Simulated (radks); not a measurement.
Results of a calculation; reference values are marked as such.
Q: The mean radii <r> (bohr) of the occupied orbitals of an atom or ion are listed with their occupations. Level of theory: Dirac Kohn-Sham, PBE, spin-unpolarised, spherical densities, finite nucleus; Fermi nuclear charge, rms radius of each element as measured or else 0.836 A^(1/3) + 0.57 fm (a radial shooting solver on a logarithmic mesh with Libxc functionals).

orbital  occ.      <r>
1s1/2       2  0.02611
2s1/2       2   0.1115
2p1/2       2  0.09386
2p3/2       4  0.09972
3s1/2       2   0.2948
3p1/2       2   0.2841
3p3/2       4   0.2953
3d3/2       4   0.2647
3d5/2       6   0.2682
4s1/2       2   0.6172
4p1/2       1   0.6224

Name the element and its charge. Open shells, if any, fill j = l - 1/2 first.

A: Z = 55, caesium, charge +24: Cs24+ in [Ar] 3d10 4s2 4p1. The 1s radius gives Z: for a bare nucleus <r> = (2 gamma + 1)/(2Z) with gamma = sqrt(1 - (Z/c)^2), 0.02574 bohr for Z = 55, and screening makes it slightly larger (0.02611 here). The occupations add up to 31, and the charge is Z minus that.
